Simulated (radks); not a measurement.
Numerical settings for neutral silicon, [Ne] 3s2 3p2. Method: scalar-relativistic Kohn-Sham, LDA (Slater exchange, Perdew-Wang correlation), spin-polarised, spherical densities, finite nucleus; open shells are filled with parallel spins first; Fermi nuclear charge, rms radius 3.1224 fm; computed with a radial shooting solver on a logarithmic mesh with Libxc functionals. The defaults (mesh step 0.008 in ln r, mesh end at 40 bohr or more with all orbitals vanishing there, Anderson mixing 0.5 over 9 steps, residual threshold near 1e-9 with the energy settled to 1e-9 hartree or 1e-11 of itself, here a cap of 67 iterations) give E = -288.8455 hartree and 3p at -4.615 eV in 13 iterations. Run on one thread of a shared host, so times are rough (Arm Neoverse V1): 0.1 s of CPU time, 0.1 s wall, 13 iterations on 2309 mesh points. Changes against that run (0 stands for a change within the tolerance of the run):

setting,iterations,converged,E (mhartree),e(3p) (meV),CPU (s)
mesh step in ln r 0.12,67,no,-1.56e+06,-,0.18
mesh step in ln r 0.02,13,yes,0,0,0.05
mesh step in ln r 0.005,13,yes,0,0,0.16
mesh end (bohr) 2,13,level above zero,+7.11e+03,+7.04e+04,0.07
mesh end (bohr) 20,13,yes,0,0,0.1
residual threshold 0.1,9,yes,0,+0.0445,0.08
residual threshold 0.01,9,yes,0,+0.0445,0.08
mixing 1.5,14,yes,0,0,0.11
"linear mixing, mixing 0.5",30,yes,0,0,0.18
"linear mixing, mixing 0.8",22,yes,0,0,0.15
mixing history 3,16,yes,0,0,0.12
iteration cap 3,3,no,+0.7,-70.2,0.04

Settled on a wrong energy, with an occupied level pushed above zero by the early mesh end: mesh end (bohr) 2 (+7.11 hartree). Apart from these: no run marked as converged misses the energy by more than 1 mhartree. A mesh that ends early acts as a hard wall.
